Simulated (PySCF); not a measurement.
Mg(F)(NMe2) (C2H6FMgN), SMILES C[N](C)[Mg][F]. Coordinates come from a PBE-D3(BJ)/def2-SVP optimisation. The values are those of a single conformer.

Problem. Give the equilibrium geometry at PBE-D3(BJ)/def2-SVP (PySCF confirms it by a frequency run) as bond lengths and angles, and its point group. (Estimate from the structure and the level; the computed values follow.)

Solution. Several could match; the one computed here: point group C2v.
Atoms: Mg1 F2 N3 C4 C5 H6 H7 H8 H9 H10 H11. Bonds (Å): Mg1–F2 1.777, Mg1–N3 1.908, N3–C4 1.447, N3–C5 1.447, C4–H6 1.121, C4–H7 1.121, C4–H8 1.112, C5–H9 1.121, C5–H10 1.121, C5–H11 1.112. Angles (°): F2–Mg1–N3 180.0, Mg1–N3–C4 124.1, Mg1–N3–C5 124.1, C4–N3–C5 111.7, N3–C4–H6 112.6, N3–C4–H7 112.6, N3–C4–H8 111.8, H6–C4–H7 106.0, H6–C4–H8 106.7, H7–C4–H8 106.7, N3–C5–H9 112.6, N3–C5–H10 112.6, N3–C5–H11 111.8, H9–C5–H10 106.0, H9–C5–H11 106.7, H10–C5–H11 106.7.
Charge 0, spin multiplicity 1.
